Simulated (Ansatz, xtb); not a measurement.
## Relative energy of two structures of CH2BBrF+

Structure X is a singlet given by its coordinates and structure Y is `FB[CH+]Br`, a singlet. Both are isolated ions in the gas phase, relaxed with PBE0-D3(BJ)/def2-SVP; the shapes shown needn't be the lowest conformers.

X (Å):

```xyz
6

C    -1.9464    0.2212   -0.7028
B    -0.5911    0.8324   -1.0790
Br    0.9694    1.4913   -1.5305
F    -2.0008   -1.0397   -1.1983
H    -2.0578    0.2344    0.4024
H    -2.7595    0.8592   -1.1101
```

Close contacts (Å): C1–B2 1.53, C1–F4 1.36, B2–Br3 1.75, C1–H5 1.11, C1–H6 1.11.

Y (Å):

```yaml
atoms:
  - { symbol: C, position_ang: [-0.4892, -1.1263, -0.1853] }
  - { symbol: B, position_ang: [-1.8404, -0.2932, -0.0090] }
  - { symbol: Br, position_ang: [-0.2737, -2.7226, 0.5214] }
  - { symbol: F, position_ang: [-1.9916, 0.4736, 1.0168] }
  - { symbol: H, position_ang: [-2.6592, -0.4503, -0.8842] }
  - { symbol: H, position_ang: [0.3336, -0.7839, -0.8387] }
```

Quicker runs give these differences E(Y) − E(X): GFN2-xTB +7.15 kcal/mol; HF/STO-3G −2.72 kcal/mol (at GFN2-xTB geometries); r2SCAN-D4/def2-SVP +0.09 kcal/mol (at GFN2-xTB geometries).

Which of the two would you expect CCSD(T)/def2-TZVP electronic energies to favour?

Too close to call at this level: CCSD(T)/def2-TZVP gives E(Y) − E(X) = −1.47 kcal/mol.

How the difference moves with the method:

```
               level              geometry  E(Y) − E(X) (kcal/mol)  departure from the last row (kcal/mol)  job, with rough time for the two
            GFN2-xTB              GFN2-xTB                     +7.15                                   +8.62              optimisation, 0.45 s
           HF/STO-3G              GFN2-xTB                     −2.72                                   −1.25               single point, 1.4 s
  r2SCAN-D4/def2-SVP              GFN2-xTB                     +0.09                                   +1.56               single point, 8.7 s
PBE0-D3(BJ)/def2-SVP  PBE0-D3(BJ)/def2-SVP                     +1.79                                   +3.26             optimisation, 1.8 min
        HF/def2-TZVP  PBE0-D3(BJ)/def2-SVP                     −3.06                                   −1.59           part of the CCSD(T) run
       MP2/def2-TZVP  PBE0-D3(BJ)/def2-SVP                     +1.11                                   +2.59           part of the CCSD(T) run
   CCSD(T)/def2-TZVP  PBE0-D3(BJ)/def2-SVP                     −1.47                                                     single point, 5.1 min
```

GFN2-xTB, PBE0-D3(BJ)/def2-SVP, MP2/def2-TZVP put the two in the other order. r2SCAN-D4/def2-SVP finds them nearly level. The largest departure from CCSD(T)/def2-TZVP is that of GFN2-xTB, 8.62 kcal/mol.

With harmonic frequencies from PBE0-D3(BJ)/def2-SVP (ideal gas, rigid rotor, one conformer each, 298.15 K, 1 atm): on the last row, ΔE + ΔZPE = −3.10, ΔH = −2.94, ΔG = −3.31 kcal/mol.

The T1 diagnostic of structure Y is large, so the coupled-cluster value is less sure. The correlated steps freeze 12 core orbitals; the filled d shell of Br is correlated, in a basis made for valence electrons. Mirror images aren't counted in ΔG. Programs: Ansatz 0.2.0, xtb 6.7.1; the last row on 1 thread of AMD EPYC (Zen 3) on a shared host.
